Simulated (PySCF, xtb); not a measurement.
Si(Cl)(H)(SMe)2 (C₂H₇ClS₂Si), SMILES CS[SiH](Cl)SC. The values are those of a single conformer.

Harmonic wavenumbers (cm⁻¹) from GFN2-xTB in xtb 6.7.1 at its own minimum, in rising order: 43, 49, 100, 114, 121, 131, 186, 197, 219, 431, 548, 555, 633, 649, 722, 728, 950, 952, 961, 963, 1320, 1325, 1445, 1447, 1451, 1454, 2275, 3040, 3041, 3048, 3050, 3065, 3065.

Problem. What does PySCF with PBE-D3(BJ)/def2-SVP give at its own minimum? (The exact figures need the calculation; the answer reports its results.)

Solution. 38, 62, 93, 99, 109, 120, 184, 226, 231, 463, 549, 565, 685, 687, 730, 778, 927, 932, 935, 942, 1277, 1281, 1393, 1394, 1405, 1406, 2143, 2982, 2983, 3090, 3092, 3102, 3103. Paired by order, the mean absolute difference is 33 cm⁻¹ and the zero-point energies are 54.7 and 54.3 kcal/mol.
